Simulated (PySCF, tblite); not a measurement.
Isomers of C6H6ClFO, one GFN2-xTB conformer each. Single-point energies are computed at PBE0/pcSseg-1 (PySCF, gas phase, no added dispersion term), electronic only.

Problem. Rank them by PBE0/pcSseg-1 energy, lowest first (kJ/mol).
A. `[CH2:1]=[CH:2]/[C:3]([F:4])=[C:5](/[CH3:6])[C:7](=[O:8])[Cl:9]` with C1–C2–C3–F4 1°, C3–C5–C7–O8 0°
B. `[CH2:1]=[CH:2]/[C:3]([CH3:4])=[C:5](\[Cl:6])[C:7](=[O:8])[F:9]` with C1–C2–C3–C4 12°, C3–C5–C7–O8 -6°
C. `[CH3:1][O:2][C:3]1=[C:4]([Cl:5])[C:6]([F:7])=[CH:8][CH2:9]1` with C1–O2–C3–C4 0°
D. `[CH3:1]/[CH:2]=[C:3]([CH:4]=[O:5])/[C:6]([Cl:7])=[CH:8]/[F:9]` with C2–C3–C4–O5 177°, C2–C3–C6–Cl7 14°
E. `[CH2:1]=[CH:2][C@@:3]1([F:4])[CH2:5][C@@H:6]1[C:7](=[O:8])[Cl:9]` with C1–C2–C3–F4 3°, C5–C6–C7–O8 -14°

Solution. B (0.0), A (1.1), E (47.4), C (72.6), D (75.4).

Neighbours under 10 kJ/mol apart (C=C/C(C)=C(\Cl)C(=O)F and C=C/C(F)=C(/C)C(=O)Cl; COC1=C(Cl)C(F)=CC1 and C/C=C(C=O)/C(Cl)=C/F) can change places with a better method, another conformer or zero-point energy. GFN2-xTB itself gives, in the same order: 38.3, 35.7, 57.5, 0.0, 99.7. GFN2-xTB puts COC1=C(Cl)C(F)=CC1 lowest instead; measured from each level's own lowest isomer, the values differ by up to 72.6 kJ/mol (COC1=C(Cl)C(F)=CC1: 0.0 against 72.6).

Problem. Which frontier levels, dipoles and rotational constants go with these structures?

Solution. 
```json
{"SMILES": "C=C/C(C)=C(\\Cl)C(=O)F", "HOMO (eV, PBE0/pcSseg-1)": "-7.45", "LUMO (eV)": "-2.69", "dipole (D)": "4.21", "A, B, C (MHz)": "2048, 1059, 702.4"}
{"SMILES": "C=C/C(F)=C(/C)C(=O)Cl", "HOMO (eV, PBE0/pcSseg-1)": "-7.51", "LUMO (eV)": "-2.63", "dipole (D)": "2.69", "A, B, C (MHz)": "2687, 845.9, 645.9"}
{"SMILES": "C=C[C@@]1(F)C[C@@H]1C(=O)Cl", "HOMO (eV, PBE0/pcSseg-1)": "-7.80", "LUMO (eV)": "-1.37", "dipole (D)": "4.22", "A, B, C (MHz)": "2476, 830.9, 756.3"}
{"SMILES": "COC1=C(Cl)C(F)=CC1", "HOMO (eV, PBE0/pcSseg-1)": "-6.04", "LUMO (eV)": "-0.53", "dipole (D)": "2.61", "A, B, C (MHz)": "1878, 1304, 777.1"}
{"SMILES": "C/C=C(C=O)/C(Cl)=C/F", "HOMO (eV, PBE0/pcSseg-1)": "-7.02", "LUMO (eV)": "-2.15", "dipole (D)": "4.12", "A, B, C (MHz)": "1753, 1058, 669.5"}
```

Problem. What happens when harmonic zero-point energies from GFN2-xTB frequencies are added?

Solution. 
| SMILES | ZPE (kJ/mol) | electronic (kJ/mol) | with ZPE (kJ/mol) |
| --- | --- | --- | --- |
| C=C/C(C)=C(\Cl)C(=O)F | 270.6 | 0.0 | 0.0 |
| C=C/C(F)=C(/C)C(=O)Cl | 271.4 | 1.1 | 1.9 |
| C=C[C@@]1(F)C[C@@H]1C(=O)Cl | 272.8 | 47.4 | 49.6 |
| COC1=C(Cl)C(F)=CC1 | 275.6 | 72.6 | 77.7 |
| C/C=C(C=O)/C(Cl)=C/F | 268.4 | 75.4 | 73.3 |

The zero-point energies span 7.2 kJ/mol. The lowest isomer stays, but the order above it changes.
